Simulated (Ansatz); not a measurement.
C3H6Si, SMILES `C[Si]1=CC1` (charge 0, multiplicity 1).

Computed with Ansatz (an electronic-structure program) with PBE0/cc-pVTZ // B3LYP-D3(BJ)/def2-TZVP.

Ansatz 0.2 input:
```yaml
crystal:
  periodic: [false, false, false]
  atoms:
    - { symbol: C, position_ang: [1.925265, -0.356221, 0.123894] }
    - { symbol: Si, position_ang: [0.117725, 0.090766, 0.213895] }
    - { symbol: C, position_ang: [-1.141718, 1.1348, 0.482155] }
    - { symbol: C, position_ang: [-1.682965, -0.300554, 0.05952] }
    - { symbol: H, position_ang: [2.149108, -1.171407, 0.813179] }
    - { symbol: H, position_ang: [2.525828, 0.513425, 0.391782] }
    - { symbol: H, position_ang: [2.187623, -0.674447, -0.885931] }
    - { symbol: H, position_ang: [-1.695869, 2.025021, 0.723705] }
    - { symbol: H, position_ang: [-2.172745, -0.383295, -0.911243] }
    - { symbol: H, position_ang: [-2.212245, -0.878085, 0.818063] }
basis:
  gaussian: { orbitals: cc-pVTZ }
hamiltonian:
  xc: pbe0
```

Output:

```
Functional definition: PBE0
1163 factors; their error is unknown
mean field evaluation 1: about -11063.2168 eV, gradient 7.5e1 eV
mean field evaluation 2: about -11031.9555 eV, gradient 1.2e2 eV
mean field evaluation 4: about -11076.9744 eV, gradient 9.5e0 eV
mean field evaluation 8: about -11077.1759 eV, gradient 2.6e-1 eV
mean field evaluation 16: about -11077.1997 eV, gradient 2.8e-4 eV
mean field -11077.19968631 eV, -407.0795800763 hartree, gradient 6.2e-5 eV, S^2 0.000000; 0 other end points of the search recorded, 0 dependent functions left out
reference -11077.19971495 eV, -407.0795811287 hartree; 19, 19 occupied and 189, 189 virtual orbitals, 1163 factors
Total energy: -11077.19971495 eV, -407.0795811287 hartree
```
